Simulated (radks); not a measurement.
Question: Coherent X-ray form factor from a spherical all-electron density. Method: Dirac Kohn-Sham, PBE, spin-unpolarised, spherical densities, finite nucleus; Fermi nuclear charge, rms radius of each element as measured or else 0.836 A^(1/3) + 0.57 fm; computed with a radial shooting solver on a logarithmic mesh with Libxc functionals.

| sin(theta)/lambda (1/angstrom) | f0 (electrons) |
|---|---|
| 0.05 | 25.801 |
| 0.1 | 25.222 |
| 0.15 | 24.309 |
| 0.2 | 23.130 |
| 0.25 | 21.767 |
| 0.3 | 20.297 |
| 0.4 | 17.311 |
| 0.5 | 14.582 |
| 0.6 | 12.306 |
| 0.8 | 9.173 |
| 1 | 7.450 |
| 1.25 | 6.276 |
| 1.5 | 5.474 |
| 2 | 4.068 |

The species is in the configuration that NIST lists as its ground one. Which atom or ion scatters so?

Answer: The zinc ion Zn4+, [Ar] 3d(3/2: 4, 5/2: 4). Extrapolating in s^2 from the first two rows gives f0(0) = 26.0, near the electron count 26; among species with that count, the fall with angle is slower the higher Z, and the table is that of Z = 30; from so few rows the species is fixed only to a neighbour or two.
